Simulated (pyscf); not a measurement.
Single points on ωB97X-D3(BJ)/def2-SVP structures (PySCF, gas phase).

**Question.** H₂C=C•–C≡N -> •HC=CH–C≡N
Surface: doublet. Broken: C–H. Formed: C–H. Give ΔE‡ and ΔE from M06-2X/def2-TZVP, relative to the reactant's lowest minimum found.

**Answer.** ΔE‡ = 229.9 kJ/mol, ΔE = +26.6 kJ/mol. CCSD(T)/def2-TZVPP + ΔMP2(QZVPP) gives 225.0 kJ/mol and +22.3 kJ/mol. Zero-point energy shifts the barrier by -14.6 kJ/mol. It is a hydrogen shift, with an imaginary mode of 2198i cm⁻¹. This is the saddle that the search found; another between the same sides may lie lower. The CCSD(T) − MP2 part came from Ansatz, without density fitting, on the same reference. An open-shell T1 diagnostic exceeds 0.045. A UHF reference is spin-contaminated (<S²> up to 1.38), which harms MP2 most.
